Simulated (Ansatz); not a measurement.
Mulliken charges of FH2InO (`[OH][InH][F]`) from r2SCAN/def2-TZVPP in Ansatz (PBE0-D4/def2-TZVP geometry).

```tsv
atom	x (Å)	y (Å)	z (Å)	charge (e)
O1	-1.279	-0.346	-0.577	-0.508
In2	0.480	0.043	0.210	0.884
F3	1.186	-1.655	0.842	-0.488
H4	-1.725	0.430	-0.926	0.184
H5	1.389	1.455	0.410	-0.072
```

Task: By hand: the dipole of these point charges (1 e Å = 4.8032 D).

Result: Σ q r = (0.078, 0.996, -0.132) e Å, of length 1.008 e Å = 4.84 D.

Task: How does the dipole of the full density compare? (An estimate is asked.)

Result: The calculation gave: (-0.036, 0.827, -0.159) e Å, 4.05 D; the point charges give 1.20 times that, at 8° from its direction.

Point charges leave out the atoms' own dipoles, such as those of lone pairs, and Mulliken's split depends on the basis, so the two needn't agree.
